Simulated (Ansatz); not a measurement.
C$_{2}$H$_{3}$ClTe (`C=C(Cl)[TeH]`), relaxed with RKS PBE-D4/def2-SVP in Ansatz from a rough embedded geometry. The force threshold is 0.03 eV/Å; the program also tests the step.

The species carries charge 0 and has multiplicity 1. Te: def2 effective core potential.

Start:

```xyz
7

C     0.576    0.980    0.054
C     0.096   -0.214   -0.450
Cl   -0.353   -0.420   -2.166
Te   -0.114   -1.863    0.946
H     0.693    1.775   -0.673
H     0.853    1.057    1.035
H    -1.750   -1.316    1.255
```

Task: How much energy does the relaxation release, and in how many steps? (Estimate.)

Result: Ansatz gave: 0.32 eV, in 9 steps.

Task: Which bonds change most? (Estimate.)

Result: Ansatz gave: C1–H6 from 1.022 to 1.100 Å; Te4–H7 from 1.753 to 1.682 Å; C2–Cl3 from 1.785 to 1.743 Å; C1–C2 from 1.382 to 1.346 Å.

Task: Give the relaxed structure. (Best estimate.)

Result: The calculation gave: 
```xyz
7

C     0.704    1.032   -0.022
C     0.009   -0.093   -0.275
Cl   -0.655   -0.417   -1.854
Te   -0.217   -1.633    1.199
H     0.909    1.762   -0.820
H     1.076    1.242    0.991
H    -1.826   -1.892    0.781
```
